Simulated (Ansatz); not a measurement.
CH₅AlClN (`C[NH][AlH][Cl]`). Charge 0, multiplicity 1.

Z-matrix (Å, degrees):
```
C
N 1 1.449
H 1 1.096 2 112.1
H 1 1.096 2 112.1 3 121.4
H 1 1.092 2 109.8 3 -119.3
Al 2 1.758 1 129.6 3 119.3
H 2 1.010 1 112.1 3 -60.7
Cl 6 2.100 2 117.6 1 0.0
H 6 1.571 2 121.4 1 -180.0
```

(1) What are the harmonic wavenumbers in cm⁻¹ at PBE0-D4/def2-TZVP (Ansatz, finite differences of forces, unscaled)? (Best estimate.)

(2) Is this a minimum?

(3) Give the ideal-gas thermochemistry at 298.15 K and 1 bar (rigid rotor, harmonic oscillator; point group Cs, symmetry number 1).

Results:

(1) Computed: 114, 151, 179, 326, 457, 506, 530, 616, 770, 1085, 1143, 1159, 1399, 1459, 1490, 1514, 1984, 3016, 3064, 3120, 3599.

(2) Yes, all 21 modes are real.

(3) Zero-point energy 165.6 kJ/mol; H(298) − E = 184.3 kJ/mol; entropy 328.0 J/(mol·K), of which translation 165.5, rotation 110.8, vibration 51.7; G(298) − E = 86.5 kJ/mol.
